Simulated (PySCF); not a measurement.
Steps of a relaxation of [Hf(SH)3]+

[Hf(SH)3]+ (singlet). PySCF 2.14.0, RKS PBE0, Hf def2-SVP with ECP60, S def2-SVP, H def2-SVP; non-relativistic Hamiltonian with scalar-relativistic core potentials where named; density fitting; no spin-orbit coupling. Origin of the start: template. Columns: position (Å) and force (eV/Å). Energies are counted from the last step; some of the 13 steps are shown. Forces carry noise of the integration grid, about 0.01 to 0.03 eV/Å.

Run from Python with OMP_NUM_THREADS=2. Where DIIS fails, smearing, a level shift and second-order steps follow.
It took 3.5 min on 2 threads of Intel(R) Xeon(R) Processor @ 2.50GHz (Skylake/Cascade Lake), on a shared host, from the converged density of the start.

```xyz
7
step 0  E = 0.851 eV
Hf    0.0000    0.0000   -0.0141    -0.01    0.00   -0.62
S     2.4510    0.0000   -0.0141    -0.87    0.00   -0.17
H     2.7810    0.0000    1.2859     0.10    0.00    0.38
S    -1.2255    2.1226   -0.0141     0.44   -0.75   -0.18
H    -1.3905    2.4084    1.2859    -0.05    0.09    0.38
S    -1.2255   -2.1226   -0.0141     0.44    0.75   -0.18
H    -1.3905   -2.4084    1.2859    -0.05   -0.09    0.38
```

```xyz
7
step 4  E = 0.136 eV
Hf    0.0000    0.0000   -0.6399     0.00    0.00   -0.34
S     2.2393    0.0000    0.0722     0.22    0.00    0.03
H     2.4334    0.0000    1.4082    -0.12    0.00    0.09
S    -1.1197    1.9393    0.0722    -0.11    0.19    0.03
H    -1.2167    2.1074    1.4082     0.06   -0.10    0.09
S    -1.1196   -1.9393    0.0722    -0.11   -0.19    0.03
H    -1.2167   -2.1074    1.4082     0.06    0.10    0.09
```

```xyz
7
step 8  E = 0.017 eV
Hf    0.0000    0.0000   -0.7971    -0.02    0.00   -0.04
S     2.1930    0.0000    0.0871     0.05    0.00    0.28
H     2.0680    0.0000    1.4457    -0.03    0.00   -0.28
S    -1.0965    1.8992    0.0871    -0.02    0.04    0.30
H    -1.0340    1.7910    1.4457     0.02   -0.03   -0.28
S    -1.0965   -1.8992    0.0871    -0.02   -0.04    0.30
H    -1.0340   -1.7910    1.4457     0.02    0.03   -0.28
```

Problem. Where does the relaxation end?

Solution. It converges at step 12 in C3v:
```xyz
7
step 12  E = 0
Hf    0.0000    0.0000   -0.8292
S     2.1777    0.0000    0.1069
H     1.9207    0.0000    1.4366
S    -1.0889    1.8859    0.1069
H    -0.9604    1.6634    1.4366
S    -1.0888   -1.8860    0.1069
H    -0.9603   -1.6634    1.4366
```

Problem. How did the contacts change?

Solution. 
| contact | start (Å) | end (Å) |
| --- | --- | --- |
| Hf1–S2 (SH) | 2.451 | 2.370 |
| Hf1–S4 (SH) | 2.451 | 2.370 |
| Hf1–S6 (SH) | 2.451 | 2.370 |


No frequency check is given that shows the relaxed geometry to be a minimum.
